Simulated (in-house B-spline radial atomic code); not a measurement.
Configurations of Ce3+, with energies counted from [Xe] 4f1. Level of theory: scalar-relativistic (X2C) BHandHLYP, spin-polarised, spherical fractional occupations, Fermi nucleus of rms radius 4.8771 fm; calculated with a B-spline radial code for spherical atoms. Shells without spins written out take the highest spin.

Caution: exact exchange at fractional occupations of open shells leaves self-interaction of up to several eV.

Occupations are held fixed; configurations that lie above the ionisation limit could autoionise.

| configuration | E - E(ref) (eV) | highest orbital | its <r> (bohr) |
| --- | --- | --- | --- |
| [Xe] 6s1 | 5.8596 | 6s up | 3.285 |
| [Xe] 6p1 | 11.654 | 6p up | 3.852 |
| [Kr] 4d10 4f(1 up, 0 down) 5s2 5p(3 up, 2 down) 5d(1 up, 0 down) | 25.886 | 5d up | 2.341 |
| [Kr] 4d10 4f1 5s2 5p5 6s1 | 28.053 | 6s up | 3.307 |
| [Kr] 4d10 4f1 5s2 5p5 6d1 | 40.148 | 6d up | 5.128 |
| [Kr] 4d9 4f1 5s2 5p6 5d1 | 122.78 | 5d up | 2.287 |
| [Kr] 4d(4 up, 5 down) 4f(1 up, 0 down) 5s2 5p6 6f(1 up, 0 down) | 144.45 | 6f up | 7.833 |

Task: Order these further configurations by energy, lowest first.
A. [Xe] 6d1
B. [Kr] 4d10 4f1 5s2 5p5 6p1
C. [Kr] 4d10 4f(1 up, 0 down) 5s2 5p(2 up, 3 down) 6f(1 up, 0 down)
D. [Kr] 4d9 4f1 5s2 5p6 5f1
E. [Kr] 4d10 4f1 5s2 5p5 6f1

Result: A (18.078 eV), B (33.8 eV), E (45.622 eV), C (46.075 eV), D (138.52 eV).

Task: How far above the reference does [Kr] 4d10 4f2 5s2 5p5 lie?

Result: 23.339 eV; its least bound orbital is 4f up with <r> = 1.182 bohr.

Task: How far above the reference does [Xe] 5f(0 up, 1 down) lie?

Result: 19.163 eV; its least bound orbital is 5f down with <r> = 4.528 bohr.
